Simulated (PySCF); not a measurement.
Cl$_{3}$NbO, charge -1, doublet, at a GFN2-xTB geometry (such geometries of metal compounds can be far from the true shape) (the multiplicity is a formal guess) (core potentials on Nb) (in this run its highest filled SCF level lies above zero, so its values depend strongly on the basis, on diffuse functions most of all). Base run: SVWN5/def2-SVP run with PySCF.

Input for PySCF:
```python
from pyscf import gto, scf, dft

mol = gto.M(
    atom='''
Nb    0.263745   -0.310080   -0.171629
O     1.779390   -0.642398   -0.830299
Cl    0.658928    1.218378    1.637171
Cl   -0.768251    1.603800   -1.169111
Cl   -1.364129   -1.772032    0.336596
''',
    basis='def2-svp',
    ecp={'Nb': 'def2-svp'},
    charge=-1,
    spin=1,
    verbose=3,
)

mf = dft.UKS(mol)
mf.xc = 'lda,vwn'
mf.kernel()
```

Variants of this job, named by their change:

```
change                                           ΔE vs base (mEh)  fitting functions                outcome
-----------------------------------------------  ----------------  -----------------  ---------------------
base                                                        0.000                  -              converged
auxbasis = even-tempered beta=2.0                          -0.634                827              converged
auxbasis = even-tempered beta=1.6                          -0.005               1217              converged
auxbasis = cc-pvqz-jkfit                                        -                  -  stopped with an error
auxbasis = def2-tzvp-ri                                         -                  -  stopped with an error
auxbasis = cc-pvdz-jkfit                                        -                  -  stopped with an error
auxbasis = cc-pvtz-jkfit                                        -                  -  stopped with an error
auxbasis = def2-universal-jkfit                            -0.073                716              converged
auxbasis = autoaux                                         -0.039                806              converged
auxbasis = default (with mf = mf.density_fit())            -0.307                291              converged
```

A fitting set is made for a task (jfit for Coulomb, jkfit for Coulomb and exchange, ri for correlation) and for a family of orbital bases.

Open shells are given as the SCF converged; they aren't shown to be the lowest states, and a large step between rows can be another state.

- auxbasis = cc-pvqz-jkfit: ended with `pyscf.lib.exceptions.BasisNotFoundError: Basis set not found for Nb in cc-pvqz-jkfit`
- auxbasis = def2-tzvp-ri: ended with `pyscf.lib.exceptions.BasisNotFoundError: Basis set not found for Nb in def2-tzvp-ri`
- auxbasis = cc-pvdz-jkfit: ended with `pyscf.lib.exceptions.BasisNotFoundError: Basis set not found for Nb in cc-pvdz-jkfit`
